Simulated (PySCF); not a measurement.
Spectroscopy problems

[PySCF 2.14.0 with density-fitted response routines: PBE0/pcSseg-1 with gauge-including orbitals; geometry: GFN2-xTB; no relativistic terms; equivalent nuclei averaged; isolated molecule; one computed conformer]

Scale: TMS for ¹H (31.72 ppm), ¹³C (186.93 ppm) (reference shieldings calculated alike). Where no couplings were computed, multiplicities follow the n + 1 count of equivalent neighbours, and m marks all less simple cases (inequivalent or close neighbours, rings, F or P nearby). Shifts are as computed. Against solution values, carbons near 30 ppm lie about +3 ppm off and those near 130 ppm about +5 ppm; carbons on Cl a further +6 ppm. Of 1309 compounds with measured shifts, 239 miss one by over three times the rms of a fit or turn the order of signals round; such compounds aren't used in these exercises. Carbons bonded to Cl come out too deshielded. OH and NH positions are gas-phase values without hydrogen bonding to other molecules.

Problem. C3H10Cl2Si4. ¹H NMR (500 MHz, computed): δ 6.50 (m, 1H), 6.38 (m, 1H), 6.28 (m, 1H), 6.26 (m, 1H), 6.19 (m, 1H), 5.06 (m, 1H), 4.98 (m, 1H), 0.48 (d, 3H). ¹³C{¹H} NMR (computed): δ 143.9 (CH2), 135.3 (CH), -8.0 (CH3). What is it?

Solution. SMILES C(=C)[Si@H]1[Si@@H](Cl)[Si@H](C)[Si@@H]1Cl. The formula gives 2 degrees of unsaturation (1 ring in the answer). 3 carbon signals for 3 carbons: no two carbons are equivalent. Carbon types of the structure: 1 × CH, 1 × CH2, 1 × CH3, leaving 4 H on heteroatoms. δC 143.9: terminal =CH2 carbon; as expected for a trigonal carbon in a double bond. δC 135.3: alkene CH; as expected for a trigonal carbon in a double bond. δH 6.50, 6.28: hydrogen on a terminal =CH2 carbon; olefinic region. δH 0.48: hydrogen on a methyl carbon bonded to Si; an electropositive neighbour shields it, as in TMS itself.

This is the structure that produced the data.

Problem. C4H9NO3Si2. ¹H NMR (400 MHz, computed): δ 6.81 (m, 2H), 6.64 (m, 2H), 5.72 (s, 2H), 4.75 (s, 1H), 2.29 (br s, 2H). ¹³C{¹H} NMR (computed): δ 123.2 (CH), 117.3 (CH). What is it?

Solution. `O[SiH](O)O[SiH2]n1cccc1`. The formula gives 3 degrees of unsaturation (1 ring in the answer). 2 carbon signals for 4 carbons: some carbons are equivalent by symmetry or fast rotation. Carbon types of the structure: 4 × CH, leaving 5 H on heteroatoms. δC 123.2: aromatic CH next to a ring nitrogen. δC 117.3: aromatic CH. δH 6.81: hydrogen on an aromatic CH next to a ring nitrogen; the ring current deshields protons in the ring plane. δH 2.29: hydrogen on an oxygen bonded to Si; exchangeable, gas-phase position.

This is the structure that produced the data.

Problem. C4H11ClOSi2. ¹H NMR (400 MHz, computed): δ 5.43 (s, 3H), 4.96 (d, 2H), 4.53 (m, 1H), 2.68 (m, 2H), 2.39 (m, 2H), 1.32 (m, 1H). ¹³C{¹H} NMR (computed): δ 56.5 (CH), 36.5 (CH2), 16.4 (CH). Identify the compound.

Solution. SMILES [SiH3]O[SiH2][C@H]1C[C@@H](Cl)C1. The formula gives 1 degree of unsaturation (1 ring in the answer). 3 carbon signals for 4 carbons: some carbons are equivalent by symmetry or fast rotation. Carbon types of the structure: 2 × CH, 2 × CH2, leaving 5 H on heteroatoms. δC 56.5: sp3 CH bonded to Cl; pulled downfield by the heteroatom. δC 36.5: sp3 CH2 in a ring; saturated and bonded to C and H only. δH 4.53: hydrogen on an sp3 CH bonded to Cl; its carbon carries Cl, hence the downfield position. δH 2.68, 2.39: hydrogen on an sp3 CH2 in a ring.

The data come from this structure; uniqueness wasn't tested.
